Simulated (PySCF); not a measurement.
Orbital picture of KF

PBE0 at R = 2.145 Å; PySCF, spin-free X2C with a Gaussian nucleus, basis sets K x2c-SVPall, F x2c-SVPall. State: ¹Σ⁺ (singlet), closed shell. Only the outer orbitals are listed, counted within each symmetry.

```tsv
orbital	occ.	ε (eV)	on K (%)	main shells (%)
5σ	2	-38.02	100	100 K s
6σ	2	-25.30	6	93 F s
2π	2	-20.23	100	100 K p
2π	2	-20.23	100	100 K p
7σ	2	-19.71	95	94 K p
3π	2	-5.73	6	94 F p
3π	2	-5.73	6	94 F p
8σ	2	-5.68	5	95 F p
9σ	0	-1.09	99	84 K s, 16 K p
4π	0	0.84	99	94 K p
4π	0	0.84	99	94 K p
```

Task: Which are the highest filled and the lowest empty level, where do they sit, and how wide is the gap?

Result: Highest filled 8σ at -5.68 eV (in %: 95 F p); lowest empty 9σ at -1.09 eV (in %: 84 K s, 16 K p); the gap at PBE0 is 4.59 eV.

- bond order (Mayer): 0.68
- ⟨S²⟩: 0.000
- charge on K (Mulliken, basis-dependent): 0.63
- charge on K (Löwdin, basis-dependent): 0.51
- dipole moment (positive dipole means K(−)F(+)): -7.80 D
- polarisability along the bond: 19.4 bohr³
- polarisability across the bond: 13.2 bohr³
